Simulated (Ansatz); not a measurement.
Cost and result for the atomization energy of `C=CBB(C)S` (14 atoms, 13 bonds).

```xyz
14

C     1.444   -0.447   -2.379
C     0.901   -0.667   -1.175
B    -0.103    0.331   -0.560
B    -0.828    0.157    0.931
C    -0.306    0.758    2.285
S    -2.351   -0.790    1.016
H     2.166   -1.122   -2.832
H     1.177    0.434   -2.954
H     1.206   -1.569   -0.645
H    -0.384    1.281   -1.247
H    -0.930    0.542    3.155
H     0.706    0.390    2.489
H    -0.208    1.845    2.193
H    -2.490   -1.142   -0.276
```

Total charge 0; spin multiplicity 1. The geometry is a stationary point of PBE0-D4/def2-TZVP. It is one conformer, not always the lowest. Program: Ansatz. All runs use 4 threads of an Intel Xeon 6975P-C on a shared host. Times are those of one run each, without the atoms' runs, and a repeat can differ threefold. Electronic energies, without spin–orbit coupling; frozen cores. CCSD(T)/CBS adds CCSD(T) − MP2 in def2-TZVPP to the MP2 limit, and its time is that of the two runs behind it. T1 = 0.013. B3LYP takes the VWN-RPA correlation (the form of Gaussian; ORCA's B3LYP/G). HSE06 is the plane-wave form, built on full-range PBE exchange.

CCSD(T)/CBS is a level of theory with its own doubt, some kJ/mol a heavy atom from the limit and from the frozen cores, so smaller differences don't rank the functionals.

```csv
level,functions,wall time
revPBE-D4/def2-TZVPP,309,2 s
PBE0-D4/def2-TZVPP,309,2.9 s
HSE06-D4/def2-TZVPP,309,3 s
BHLYP-D4/def2-TZVPP,309,3 s
CAM-B3LYP-D4/def2-TZVPP,309,3.5 s
r2SCANh-D4/def2-TZVPP,309,3.8 s
CCSD(T)/def2-SVP,128,4.5 s
B3LYP-D4/def2-TZVPP (with forces),309,5 s
ωB97X-V/def2-TZVPP,309,6 s
ωB97M-V/def2-TZVPP (with forces),309,8.5 s
MP2/def2-QZVPP,595,32 s
CCSD(T)/def2-TZVPP,309,3.6 min
CCSD(T)/CBS(def2),–,4.1 min
```

(1) What atomization energy does each give, and how far from CCSD(T)/CBS? (Estimate.)

Answers

(1) The calculation gave: 
```csv
level,atomization (kJ/mol),difference from CCSD(T)/CBS,per bond
revPBE-D4/def2-TZVPP,5470.4,31.2,2.4
PBE0-D4/def2-TZVPP,5522.1,82.9,6.4
HSE06-D4/def2-TZVPP,5526.0,86.8,6.7
BHLYP-D4/def2-TZVPP,5364.4,-74.8,-5.8
CAM-B3LYP-D4/def2-TZVPP,5492.8,53.6,4.1
r2SCANh-D4/def2-TZVPP,5486.1,46.9,3.6
CCSD(T)/def2-SVP,5231.5,-207.7,-16.0
B3LYP-D4/def2-TZVPP (with forces),5485.5,46.3,3.6
ωB97X-V/def2-TZVPP,5472.7,33.5,2.6
ωB97M-V/def2-TZVPP (with forces),5490.2,51.0,3.9
MP2/def2-QZVPP,5470.5,31.3,2.4
CCSD(T)/def2-TZVPP,5322.8,-116.4,-9.0
CCSD(T)/CBS(def2),5439.2,0.0,0.0
```

Leaving LDA and LC-ωPBE aside and taking each functional with its dispersion term where it has one, the values, not all of them listed here, spread over 227.6 kJ/mol, from BHLYP-D4 to PBE-D4. LDA lies +639.5 kJ/mol from PBE without D4, its usual overbinding. The D4 term adds +46.6 kJ/mol with B3LYP and +24.9 kJ/mol with PBE0; it sums over pairs of atoms, weighted by their polarisabilities, and B3LYP, whose exchange is more repulsive, gets the larger term. In def2-TZVPP, CCSD(T) changes the Hartree–Fock value by +1143.0 kJ/mol (the triples alone add +75.4 kJ/mol) and MP2 by +1222.8 kJ/mol; breaking electron pairs costs correlation energy, which Hartree–Fock lacks.
